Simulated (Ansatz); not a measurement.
Ansatz (an electronic-structure program) input (B3LYP-D3(BJ)/def2-TZVP):

Ansatz 0.2 input:
```yaml
crystal:
  periodic: [false, false, false]
  atoms:
    - {symbol: Ga, position_ang: [-0.00392397, -0.01174051, 0.01339437]}
    - {symbol: F, position_ang: [-1.47803697, -0.92134185, 0.02168700]}
    - {symbol: F, position_ang: [0.01353592, 1.60490533, -0.60882730]}
    - {symbol: F, position_ang: [1.45377741, -0.71752208, 0.62784171]}
basis:
  gaussian:
    orbitals: def2-TZVP
hamiltonian:
  xc: b3lyp
  dispersion: d3bj
relax: {f_tol: 0.002, max_steps: 150}
```

Output:

```
Functional definition: B3LYP
integrals: 0.05 GiB planned
871 factors; their error is unknown
mean field: 0.50 GiB planned
mean field evaluation 1: about -60529.8583 eV, gradient 7.1e1 eV
mean field evaluation 2: about -60508.4157 eV, gradient 1.4e2 eV
mean field evaluation 4: about -60536.6949 eV, gradient 8.3e-1 eV
mean field evaluation 8: about -60536.8696 eV, gradient 3.9e-2 eV
mean field -60536.86964934 eV, -2224.6889262492 hartree, gradient 4.0e-6 eV, S^2 0.000000; 0 other end points of the search recorded, 0 dependent functions left out
the calculation of the forces begins
reference -60536.86983742 eV, -2224.6889331609 hartree; 29, 29 occupied and 112, 112 virtual orbitals, 871 factors
relax step   1: F+E_penalty+E_count = -60536.93841829 eV  Δ(F+E_penalty+E_count) = +0.000e0 eV  max|allowed force component| = 3.951e-2 eV/Å  Δτ_max = 0.0000 Å  (25 SCF iters, accepted)
these checks for a lower state are left out or cut short: starts, cluster_reference, orbital_swaps, neighbouring_geometries, increment
integrals: 0.05 GiB planned
871 factors; their error is unknown
mean field: 0.50 GiB planned
mean field evaluation 16: about -60536.6939 eV, gradient 9.1e-1 eV
mean field -60536.86931277 eV, -2224.6889138803 hartree, gradient 9.7e-6 eV, S^2 0.000000; 0 other end points of the search recorded, 0 dependent functions left out
the calculation of the forces begins
reference -60536.86950086 eV, -2224.6889207926 hartree; 29, 29 occupied and 112, 112 virtual orbitals, 871 factors
relax step   2: F+E_penalty+E_count = -60536.93806379 eV  Δ(F+E_penalty+E_count) = +3.545e-4 eV  max|allowed force component| = 5.775e-2 eV/Å  Δτ_max = 0.0106 Å  (29 SCF iters, rejected (line search))
these checks for a lower state are left out or cut short: starts, cluster_reference, orbital_swaps, neighbouring_geometries, increment
integrals: 0.05 GiB planned
871 factors; their error is unknown
mean field: 0.50 GiB planned
mean field -60536.86978225 eV, -2224.6889311336 hartree, gradient 9.6e-6 eV, S^2 0.000000; 0 other end points of the search recorded, 0 dependent functions left out
the calculation of the forces begins
reference -60536.86997033 eV, -2224.6889380453 hartree; 29, 29 occupied and 112, 112 virtual orbitals, 871 factors
relax step   3: F+E_penalty+E_count = -60536.93851856 eV  Δ(F+E_penalty+E_count) = -1.003e-4 eV  max|allowed force component| = 6.520e-4 eV/Å  Δτ_max = 0.0018 Å  (31 SCF iters, accepted)
integrals: 0.05 GiB planned
871 factors; their error is unknown
mean field: 0.50 GiB planned
mean field evaluation 32: about -60529.8523 eV, gradient 7.1e1 eV
mean field -60536.86978225 eV, -2224.6889311336 hartree, gradient 1.7e-5 eV, S^2 0.000000; 1 other end points of the search recorded, 0 dependent functions left out
the calculation of the forces begins
reference -60536.86997033 eV, -2224.6889380453 hartree; 29, 29 occupied and 112, 112 virtual orbitals, 871 factors
Total energy: -60536.93870664 eV, -2224.6914640580 hartree
Atom 0 at    -0.003644    -0.011416     0.013521 Å, force     0.000568     0.000567    -0.000069 eV/Å
Atom 1 at    -1.478943    -0.921971     0.021656 Å, force    -0.000652    -0.000392    -0.000006 eV/Å
Atom 2 at     0.013041     1.606390    -0.609581 Å, force     0.000084    -0.000282     0.000123 eV/Å
Atom 3 at     1.454899    -0.718703     0.628499 Å, force    -0.000000     0.000107    -0.000048 eV/Å
Dipole moment:     0.000030     0.000013    -0.000004 e Å
```
